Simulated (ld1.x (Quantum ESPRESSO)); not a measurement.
# What one change does to a pseudopotential (Co, PAW)

cobalt (Co), PAW, made with ld1.x (Quantum ESPRESSO) 7.5 (BLYP, scalar-relativistic). Core [Ar], reference 3d7 4s2 4p0. Waves: 4s (bound): rcut 2.10, rcutus 2.85 bohr; 4s channel at 0.3 Ry: rcut 2.10, rcutus 2.85 bohr; 4p (bound, empty): rcut 2.65, rcutus 3.05 bohr; 4p channel at 2.25 Ry: rcut 2.65, rcutus 3.05 bohr; 3d (bound): rcut 1.40, rcutus 1.60 bohr; 3d channel at -0.05 Ry: rcut 1.40, rcutus 1.60 bohr. Local part: all-electron potential smoothed inside 2.50 bohr (lloc = -1). Core correction: Bessel-smoothed model core inside 0.95 bohr. Augmentation charge: PSQ, inside the norm-conserving radii.

All-electron outer shells of the reference configuration (BLYP, scalar-relativistic, ld1.x):

| shell | level (eV) | outermost node (bohr) | outermost maximum (bohr) |
| --- | --- | --- | --- |
| 3s | -102.12 | 0.31 | 0.66 |
| 3p | -65.44 | 0.28 | 0.68 |
| 3d | -8.10 | – | 0.66 |
| 4s | -5.42 | 0.96 | 2.29 |
| 4p | -1.23 | 1.05 | 3.29 |

Change: waves 3d (bound): rcut 1.40, rcutus 1.76 bohr; 3d channel at -0.05 Ry: rcut 1.40, rcutus 1.76 bohr.

Cutoffs: the cutoffs (Ry, on a coarse ladder) from which the occupation-weighted sum of valence levels, in a spherical-Bessel basis at the reference potential, stays within 10 and 1 mRy of its value at 400 Ry; they do not see the model core or the augmentation charge, which bear on the density cutoff. Errors are all-electron minus pseudo energies relative to the spin-unpolarised reference configuration.

Problem. Predict the effect on cutoff, ghosts and configuration errors.

Solution. The potential gets softer (40 Ry and 70 Ry → 35 Ry and 55 Ry); the errors of the 7 common tests hardly move; neither file shows a bound ghost. A larger radius leaves more room for a smooth pseudo-wave, so fewer plane waves are needed.

```tsv
quantity	base	changed
cutoff, loose	40 Ry	35 Ry
cutoff, tight	70 Ry	55 Ry
loose cutoff by channel (10 mRy a level)	s 6 Ry, d 35 Ry	s 6 Ry, d 30 Ry
bound ghosts	none	none
error for 3d7 4s1 4p0, meV [ΔE 9.04 eV]	-2.2	-2.3
error for 3d7 4s0 4p0, meV [ΔE 26.02 eV]	-9.9	-10
error for 3d6 4s0 4p0, meV [ΔE 61.89 eV]	-269	-269
error for 3d7 4s1 4p1, meV [ΔE 4.37 eV]	-0.9	-0.9
error for 3d5 4s0 4p0, meV [ΔE 117.22 eV]	-1584	-1595
error for 3d7 4s0 4p2, meV [ΔE 9.07 eV]	-2.5	-2.5
error for 3d6 4s2 4p1, meV [ΔE 9.63 eV]	-117	-119
s: phases at 3.31 bohr within 0.05 rad from the reference energy up to (Ry; the scan ends near 5)	1.9	1.9
p: phases at 3.31 bohr within 0.05 rad from the reference energy up to (Ry; the scan ends near 5)	to the end of the scan	to the end of the scan
d: phases at 3.31 bohr within 0.05 rad from the reference energy up to (Ry; the scan ends near 5)	3.9	3.9
lowest overlap eigenvalue by channel	s 0.39, p 0.62, d 1.00	s 0.39, p 0.62, d 1.00
```
